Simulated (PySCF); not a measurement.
## How the method moves the HOMO and LUMO of `F[C@@H]1CN[SiH2]C1`

Species: C3H8FNSi.
Cartesian coordinates in Å at the PBE0-D3(BJ)/def2-SVP level; atoms count from 1:
```xyz
14
C3H8FNSi angstrom
F     -1.162    0.365    1.515
C     -1.155    0.328    0.130
C     -0.576   -1.010   -0.316
N      0.864   -0.910   -0.215
Si     1.473    0.710   -0.132
C     -0.253    1.455   -0.360
H     -2.201    0.438   -0.204
H     -0.990   -1.794    0.342
H     -0.928   -1.229   -1.345
H      1.389   -1.773   -0.233
H      2.421    1.075   -1.234
H      2.151    1.069    1.154
H     -0.424    1.641   -1.433
H     -0.470    2.383    0.186
```

Basis pcSseg-1 throughout (PySCF), one geometry. Geometry: PBE0-D3(BJ)/def2-SVP, one conformer, isolated molecule.

**Question.** How do the orbital energies, the gap and the dipole change with the method?

**Answer.** 
```json
{"method": "BLYP", "kind": "GGA", "HOMO (eV)": "-5.15", "LUMO (eV)": "0.05", "gap (eV)": "5.20", "μ (D)": "1.84", "SCF cycles": "14"}
{"method": "OPBE", "kind": "GGA", "HOMO (eV)": "-5.26", "LUMO (eV)": "0.11", "gap (eV)": "5.37", "μ (D)": "1.84", "SCF cycles": "14"}
{"method": "PBE", "kind": "GGA", "HOMO (eV)": "-5.27", "LUMO (eV)": "-0.08", "gap (eV)": "5.19", "μ (D)": "1.86", "SCF cycles": "14"}
{"method": "B97-D", "kind": "GGA", "HOMO (eV)": "-5.28", "LUMO (eV)": "0.08", "gap (eV)": "5.36", "μ (D)": "1.87", "SCF cycles": "14"}
{"method": "LDA", "kind": "LDA", "HOMO (eV)": "-5.36", "LUMO (eV)": "-0.30", "gap (eV)": "5.06", "μ (D)": "1.93", "SCF cycles": "13"}
{"method": "KT2", "kind": "GGA", "HOMO (eV)": "-5.37", "LUMO (eV)": "-0.21", "gap (eV)": "5.15", "μ (D)": "1.83", "SCF cycles": "14"}
{"method": "BP86", "kind": "GGA", "HOMO (eV)": "-5.38", "LUMO (eV)": "-0.10", "gap (eV)": "5.28", "μ (D)": "1.88", "SCF cycles": "13"}
{"method": "KT3", "kind": "GGA", "HOMO (eV)": "-5.39", "LUMO (eV)": "-0.13", "gap (eV)": "5.26", "μ (D)": "1.80", "SCF cycles": "14"}
{"method": "B97-2", "kind": "global hybrid", "HOMO (eV)": "-6.41", "LUMO (eV)": "0.80", "gap (eV)": "7.21", "μ (D)": "1.94", "SCF cycles": "12"}
{"method": "B3LYP", "kind": "global hybrid", "HOMO (eV)": "-6.42", "LUMO (eV)": "0.57", "gap (eV)": "6.99", "μ (D)": "1.93", "SCF cycles": "12"}
{"method": "PBE0", "kind": "global hybrid", "HOMO (eV)": "-6.66", "LUMO (eV)": "0.78", "gap (eV)": "7.44", "μ (D)": "1.96", "SCF cycles": "12"}
{"method": "mPW1PW91", "kind": "global hybrid", "HOMO (eV)": "-6.70", "LUMO (eV)": "0.80", "gap (eV)": "7.50", "μ (D)": "1.96", "SCF cycles": "12"}
{"method": "BHandHLYP", "kind": "global hybrid", "HOMO (eV)": "-7.97", "LUMO (eV)": "1.65", "gap (eV)": "9.62", "μ (D)": "2.03", "SCF cycles": "12"}
{"method": "CAM-B3LYP", "kind": "range-separated hybrid", "HOMO (eV)": "-8.04", "LUMO (eV)": "1.80", "gap (eV)": "9.84", "μ (D)": "1.97", "SCF cycles": "12"}
{"method": "wB97X-D", "kind": "range-separated hybrid", "HOMO (eV)": "-8.56", "LUMO (eV)": "2.59", "gap (eV)": "11.15", "μ (D)": "1.98", "SCF cycles": "13"}
{"method": "LC-wPBE", "kind": "range-separated hybrid", "HOMO (eV)": "-9.43", "LUMO (eV)": "3.01", "gap (eV)": "12.44", "μ (D)": "1.99", "SCF cycles": "14"}
{"method": "HF", "kind": "Hartree–Fock", "HOMO (eV)": "-10.05", "LUMO (eV)": "3.92", "gap (eV)": "13.98", "μ (D)": "2.15", "SCF cycles": "10"}
```

The HOMO spans 4.91 eV, from BLYP down to HF, and the gap runs from 5.06 eV (LDA) to 13.98 eV (HF). Over the methods BLYP (0 %), OPBE (0 %), PBE (0 %), B97-D (0 %), LDA (0 %), KT2 (0 %), BP86 (0 %), KT3 (0 %), B97-2 (21 %), B3LYP (20 %), PBE0 (25 %), mPW1PW91 (25 %), BHandHLYP (50 %), HF (100 %), a straight line through the gap against the share of exact exchange rises by 0.88 eV for each 10 % (correlation coefficient 0.999). The dipole ranges from 1.80 D (KT3) to 2.15 D (HF). This basis has no diffuse functions.
